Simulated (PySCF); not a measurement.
**Exercise with solution: oscillator strength and radiative lifetime**

Si(H)(SeH)3 (H4Se3Si), SMILES [SeH][SiH]([SeH])[SeH].

Geometry: B3LYP-D3(BJ)/def2-SVP. The values are those of a single conformer.

TDA-PBE0/def2-SVPD (PySCF) puts the first singlet state with f over 0.02 at 5.55 eV (vertical), with the transition dipole (-0.141, -0.019, -0.517) in atomic units.

Question: Find the oscillator strength, the wavelength and the radiative lifetime that this transition would have in vacuum if emission retraced absorption.

Answer: 
|μ|² = 0.2875 au, so |μ| = 1.36 D. ΔE = 5.55/27.211 = 0.2040 hartree. f = (2/3) ΔE |μ|² = 0.039 (the program prints 0.039).
λ = 1239.84/5.55 = 223 nm; ν = 44764 cm⁻¹.
Einstein's coefficient A = 0.6670 ν² f s⁻¹ (ν in cm⁻¹) = 5.2e7 s⁻¹, so τ = 1/A = 19 ns. This state is S5; the lower singlets have f = 0.013, 0.008, 0.003, 0.007. The figure is the radiative limit of this one transition; relaxation, internal conversion, crossing to triplets and a medium change what is measured.
